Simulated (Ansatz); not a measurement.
Cost and result for the atomization energy of CH$_{4}$AlClSe (`Cl[CH2][AlH][SeH]`) (8 atoms, 7 bonds).

The species carries charge 0 and has multiplicity 1. Correlated methods include outer-core shells of Se, which these sets cover unevenly. Scalar relativity is left out up to krypton. All single points use the PBE0-D4/def2-TZVP geometry. It is one conformer, not always the lowest. Program: Ansatz. All runs use 4 threads of an Arm Neoverse V2 on a shared host. Times are those of one run each, without the atoms' runs, and a repeat can differ threefold. Electronic energies, without spin–orbit coupling; frozen cores. CCSD(T)/CBS adds CCSD(T) − MP2 in def2-TZVPP to the MP2 limit, and its time is that of the two runs behind it. T1 = 0.010. With those shells the extrapolation isn't a true limit. B3LYP takes the VWN-RPA correlation (the form of Gaussian; ORCA's B3LYP/G).

CCSD(T)/CBS is a level of theory with its own doubt, some kJ/mol a heavy atom from the limit and from the frozen cores, so smaller differences don't rank the functionals.

```
                             level  functions  wall time  atomization (kcal/mol)  difference from CCSD(T)/CBS  per bond
   PBE-D4/def2-TZVPP (with forces)        219      1.8 s                   582.8                          3.9       0.6
                PBE0-D4/def2-TZVPP        219      2.4 s                   575.6                         -3.3      -0.5
 B3LYP-D4/def2-TZVPP (with forces)        219      3.4 s                   572.0                         -6.9      -1.0
r2SCAN-D4/def2-TZVPP (with forces)        219      3.7 s                   579.9                          1.0       0.1
                 B2PLYP/def2-TZVPP        219      3.8 s                   565.7                        -13.2      -1.9
                ωB97X-V/def2-TZVPP        219        6 s                   578.4                         -0.5      -0.1
  ωB97M-V/def2-TZVPP (with forces)        219        9 s                   576.2                         -2.7      -0.4
                    MP2/def2-QZVPP        406       13 s                   578.9                          0.0       0.0
                CCSD(T)/def2-TZVPP        219       69 s                   561.0                        -17.9      -2.6
                 CCSD(T)/CBS(def2)          –       82 s                   578.9                          0.0       0.0
```

From PBE to PBE0 (25 % exact exchange), in def2-TZVPP and without D4, the atomization energy moves by −6.5 kcal/mol: exact exchange takes away binding that semilocal exchange gives to molecules. The D4 term adds +7.6 kcal/mol with B3LYP and +4.0 kcal/mol with PBE0; it sums over pairs of atoms, weighted by their polarisabilities, and B3LYP, whose exchange is more repulsive, gets the larger term. In def2-TZVPP, CCSD(T) changes the Hartree–Fock value by +143.9 kcal/mol (the triples alone add +9.6 kcal/mol) and MP2 by +151.4 kcal/mol; breaking electron pairs costs correlation energy, which Hartree–Fock lacks.
